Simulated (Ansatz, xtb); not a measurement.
**C4H6N2Si: 3 structures ranked**

3 gas-phase structures of C4H6N2Si, from a drawn sample of its isomers (lower ones may exist). Each was relaxed with GFN2-xTB:

A. `[SiH3]c1cncnc1`, a singlet
B. `[SiH3]c1ncccn1`, a singlet
C. `[SiH3]c1ccncn1`, a singlet

Question: Which do you expect lowest at r2SCAN-D4/def2-SVP, and how would the others follow?

Answer: Calculated order at r2SCAN-D4/def2-SVP: A (0.0), C (1.8), B (2.8) kcal/mol.

Energies above the lowest of each column, in kcal/mol; the last columns are at B3LYP-D3(BJ)/def2-SVP geometries:

```
structure  GFN2-xTB  HF/STO-3G  r2SCAN-D4/def2-SVP  B3LYP-D3(BJ)/def2-SVP  CCSD(T)/def2-SVP + ΔMP2/def2-TZVPP
        A       0.0        0.0                 0.0                    0.0                                 0.0
        C       1.3        0.9                 1.8                    1.5                                 2.0
        B       1.8        0.6                 2.8                    2.5                                 3.1
```

Every level run on A puts it lowest or level with the lowest. C keeps a small imaginary mode. B keeps a small imaginary mode. ΔMP2 is the change of the MP2 energy from the smaller to the larger basis.

Programs: Ansatz 0.2.0, xtb 6.7.1.
